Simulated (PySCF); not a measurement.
Species: C3H11PSi.
Numbering: `[CH3:1][CH2:2][CH2:3][SiH2:4][PH2:5]` (hydrogens: H6, H7, H8 on C1; H9, H10 on C2; H11, H12 on C3; H13, H14 on Si4; H15, H16 on P5)

Structure used (PBE0-D3(BJ)/def2-SVP), in Å, numbered top down from 1:
```
atom  x, y, z in Å
C1     1.6243    0.5812    0.1455
C2     0.9899   -0.3396    1.1766
C3    -0.0231   -1.3260    0.5931
Si4   -1.5244   -0.5502   -0.2547
P5    -2.3945    1.0214    1.1359
H6     0.8746    1.2197   -0.3508
H7     2.1345    0.0059   -0.6439
H8     2.3682    1.2483    0.6066
H9     0.4976    0.2664    1.9584
H10    1.7828   -0.9020    1.6988
H11   -0.4171   -1.9795    1.3902
H12    0.4664   -1.9964   -0.1365
H13   -1.1798    0.0161   -1.5973
H14   -2.5814   -1.5899   -0.4572
H15   -1.4460    2.0248    0.7641
H16   -3.3672    1.4649    0.1872
```

Jobs on this species (16 atoms, 58 electrons) with PySCF (density fitting). Hardware of each: an Arm Neoverse V1 with one thread, no GPU, on a shared host. Times come from a shared host and carry two figures at best.

```csv
level and settings,work,basis functions,SCF cycles,wall time
PBE0/pcSseg-1,shieldings,154,?,?
BLYP/pcSseg-1,shieldings,154,?,?
LDA/pcSseg-1,shieldings,154,?,?
KT3/pcSseg-1,shieldings,154,14,23 s
KT2/pcSseg-1,shieldings,154,14,23 s
B3LYP/pcSseg-1,shieldings,154,12,14 s
PBE/pcSseg-1,shieldings,154,13,22 s
BP86/pcSseg-1,shieldings,154,13,22 s
OPBE/pcSseg-1,shieldings,154,13,22 s
```

Problem. Fill in the missing figures.

Solution. 
- PBE0/pcSseg-1; shieldings: 14 s, 12 SCF cycles
- BLYP/pcSseg-1; shieldings: 22 s, 13 SCF cycles
- LDA/pcSseg-1; shieldings: 18 s, 13 SCF cycles

Problem. What do all jobs in the table cost together?

Solution. About 3.0 min; the longest takes about 13 % of that, and about 1.6 times as long as the shortest.
